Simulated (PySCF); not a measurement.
NICS in rings of unrelated molecules.

NICS is the negative of the GIAO shielding at a point without a nucleus: at the ring centre (0) and 1 Å above and below it (1); zz is the component along the ring normal. Level: GIAO PBE0/pcSseg-1 (PySCF, non-relativistic, gas phase) on the GFN2-xTB geometries, one conformer each. Atom numbers follow the mapped SMILES.

Task: Order these rings by mean NICS(1)zz, lowest (most negative) first (ppm).
A. ring C3–N4–N5–C6–N7–C8 in `[CH3:1][O:2][c:3]1[n:4][n:5][cH:6][n:7][c:8]1[CH3:9]`
B. ring Si2–S6–C7–C8–S9 in `[OH:1][Si:2]1([CH2:3][O:4][SiH3:5])[S:6][CH2:7][CH2:8][S:9]1`
C. ring C3–C4–C5–N6–C7–P8 in `[O:1]=[CH:2][c:3]1[cH:4][cH:5][n:6][cH:7][p:8]1`
D. ring C4–C5–O6–C7–C9 in `[CH3:1][CH2:2][CH2:3][C@@H:4]1[CH2:5][O:6][C@H:7]([SiH3:8])[CH2:9]1`
E. ring C7–C8–C9 in `[N:1]#[C:2][SiH2:3][CH2:4][NH:5][CH2:6][CH:7]1[CH2:8][CH2:9]1`
F. ring C3–N4–C5–N6–S7 in `[F:1][CH2:2][c:3]1[n:4][cH:5][n:6][s:7]1`

Result: F (-32.0), C (-26.1), A (-24.6), E (-22.5), D (-5.0), B (-2.3).

```tsv
SMILES	ring	NICS(0)	NICS(1)	NICS(1)zz	HOMA	rms pucker (Å)	ring atoms with four or more neighbours
FCc1ncns1	5-membered ring with 2 N and S; formal bonds all aromatic	-14.0	-12.7	-32.0	–	0.00	0
O=Cc1ccncp1	6-membered ring with N and P; formal bonds all aromatic	-6.3	-10.7	-26.1	0.86	0.00	0
COc1nncnc1C	6-membered ring with 3 N; formal bonds all aromatic	-4.4	-10.3	-24.6	0.92	0.00	0
N#C[SiH2]CNCC1CC1	3-membered carbocycle; formal bonds all single	-44.1	-8.8	-22.5	–	0.00	3
CCC[C@@H]1CO[C@H]([SiH3])C1	5-membered ring with O; formal bonds all single	-7.5	-3.5	-5.0	–	0.16	4
O[Si]1(CO[SiH3])SCCS1	5-membered ring with 2 S and Si; formal bonds all single	-9.2	-5.3	-2.3	–	0.24	3
```

NICS(0) gives another order. The isotropic NICS(1) gives another order. HOMA uses Krygowski's 1993 parameters; it is left out where a ring has a four-coordinate atom, a triple bond, no multiple bond or a kind of bond without parameters. NICS(1) and NICS(1)zz are means over the two faces.
